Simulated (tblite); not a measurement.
Compound: C₃H₈O₂Si.
Atom-mapped SMILES: `[O:1]=[CH:2][SiH2:3][CH2:4][CH2:5][OH:6]` (hydrogens: H7 on C2; H8, H9 on Si3; H10, H11 on C4; H12, H13 on C5; H14 on O6)

Geometry (GFN2-xTB, Å), atoms numbered from 1 in this order:
```
atom  x, y, z in Å
O1     1.479    0.228    1.634
C2     1.502   -0.704    0.868
Si3    0.933   -0.620   -0.965
C4    -0.312    0.814   -1.129
C5    -1.209    0.734    0.096
O6    -1.343   -0.648    0.381
H7     1.851   -1.692    1.243
H8     2.128   -0.325   -1.769
H9     0.389   -1.926   -1.322
H10    0.170    1.788   -1.182
H11   -0.902    0.690   -2.036
H12   -2.197    1.183   -0.077
H13   -0.731    1.247    0.939
H14   -1.756   -0.772    1.242
```

Level: GFN2-xTB in tblite, geometry and Hessian alike; calculated harmonic values, unscaled, isolated species. Errors from tens to a few hundred cm⁻¹ against measured bands are possible. Modes of hydrogen on silicon can be 10 to 20 % off. One conformer, not necessarily the lowest.

Harmonic wavenumbers (cm⁻¹): 40.9, 78.3, 116.7, 137.4, 208.6, 316.4, 355.7, 468.6, 478.0, 560.4, 624.0, 667.4, 753.5, 774.5, 788.5, 796.0, 959.1, 991.2, 1087.1, 1135.8, 1191.6, 1237.3, 1274.3, 1356.2, 1372.6, 1466.3, 1492.8, 1742.6, 2200.8, 2295.3, 2678.3, 2884.5, 2925.8, 2999.9, 3016.7, 3556.1.

A = 3473, B = 2486, C = 1930 MHz; mass 104.029 u (most abundant isotopes); point group C1, symmetry number 1.

**Question.** What is the zero-point energy?

**Answer.** Half the sum of the wavenumbers: 22515 cm⁻¹ = 64.37 kcal/mol.

**Question.** Entropy at 273.15 K, 1 bar (ideal gas, RRHO, classical rotation)?

**Answer.** Translation 39.43, rotation 27.10, vibration 21.84: S = 88.4 cal/(mol K).

**Question.** And Cp and H(273.15 K) − H(0)?

**Answer.** Cp = 29.64 cal/(mol K), of which vibrations give 21.69 (their classical limit is 36 R = 71.5); H(273.15 K) − H(0) = 5.24 kcal/mol without the zero-point energy, 3.07 from vibrations.

**Question.** What must be added to the electronic energy to get the Gibbs energy at 273.15 K and 1 bar?

**Answer.** ZPE + [H(273.15 K) − H(0)] − T·S = 64.37 + 5.24 − 24.14 = 45.47 kcal/mol.

**Question.** Which modes carry the vibrational entropy at 273.15 K?

**Answer.** 40.9 cm⁻¹: 5.04; 78.3 cm⁻¹: 3.76; 116.7 cm⁻¹: 2.99; 137.4 cm⁻¹: 2.67; 208.6 cm⁻¹: 1.90; 316.4 cm⁻¹: 1.19 cal/(mol K); the other 30 give 4.29 together.

**Question.** How do the functions run with temperature in this model?

**Answer.** 
```
T (K)  S (cal/(mol K))  Cp (cal/(mol K))  H − H(0) (kcal/mol)  G − H(0) (kcal/mol)  ln q(vib)
  100             66.2              16.7                 1.24                -5.38       1.63
  200             80.0              24.1                 3.27               -12.73       3.80
  300             91.2              31.6                 6.06               -21.31       5.89
  500            110.5              44.1                13.71               -41.54       9.91
  800            134.1              56.1                28.89               -78.35      15.51
 1000            147.2              61.3                40.65              -106.50      18.93
```

q(vib) and H(0) count from the zero-point level.

Hindered rotation and anharmonicity are outside this model. Other conformers, if any are populated, would add a mixing term that is left out. The structure is chiral; the term R ln 2 for an equal mix with its mirror image is left out.
